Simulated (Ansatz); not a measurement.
# A small benchmark: atomisation enthalpy at 298 K

6 molecules with two or more fluorines; the atomisation enthalpy at 298 K in kJ/mol, computed less measured. Shapes, held fixed at every level: PBE0-D4/def2-TZVP. Thermal terms are harmonic and unscaled (PBE0-D4/def2-TZVP); the spin-orbit lowering of the free atoms is taken from their spectra. Programs: Ansatz 0.2.0. Measured values: CRC Handbook of Chemistry and Physics, NIST-JANAF tables.

Levels: A = HF/def2-SVP; B = B2PLYP/def2-TZVPP; C = MP2/def2-SVP.

```
                        molecule  from tabulated heats      A    B     C
AlClF2 (SMILES [F][Al]([F])[Cl])                  1609   -412  -29   -32
          BBrF2 (SMILES FB(F)Br)                  1661   -391  -14   +21
       SF6 (sulfur hexafluoride)                  1974  -1212  -76  -239
    SeF6 (selenium hexafluoride)                  1820  -1089  -13   -94
       C2HF5 (pentafluoroethane)                  3149  -1001  -32    -1
    C4F8 (octafluorocyclobutane)                  5045  -1705  -67   +21
```

(1) Which level does best on this set, which worst, and which err to one side?

## Answers

(1) 
| level | kind | mean error | mean absolute error | worst case |
| --- | --- | --- | --- | --- |
| HF/def2-SVP | Hartree–Fock | -968.3 | 968.3 | C4F8 |
| B2PLYP/def2-TZVPP | double hybrid | -38.5 | 38.5 | SF6 |
| MP2/def2-SVP | perturbation theory | -54.0 | 68.0 | SF6 |

On this set B2PLYP/def2-TZVPP has the smallest mean absolute error and HF/def2-SVP the largest. HF/def2-SVP is too low in 6 of 6; B2PLYP/def2-TZVPP is too low in 6 of 6; MP2/def2-SVP is too low in 4 of 6. The heats of AlClF2 (SMILES [F][Al]([F])[Cl]), SeF6 (selenium hexafluoride), C2HF5 (pentafluoroethane), C4F8 (octafluorocyclobutane) come from older tables and can be uncertain by 10 kJ/mol or more. Heats of the atoms come from ATcT where it has them, that of boron, 570 kJ/mol, from recent work. The levels differ in basis as well as in method. The tabulated value of BBrF2 is in doubt (older tables, estimates, or at odds with other calculations) and kept here. Over the 5 molecules whose values aren't doubted the mean absolute errors are A 1083.8; B 43.4; C 77.4. Hartree–Fock lacks correlation and underbinds. Correlated wave functions converge slowly with the basis. Relativity is left out for Br, Se. Outer-core shells of Br, Se are correlated, in sets that cover them unevenly. The set is small.
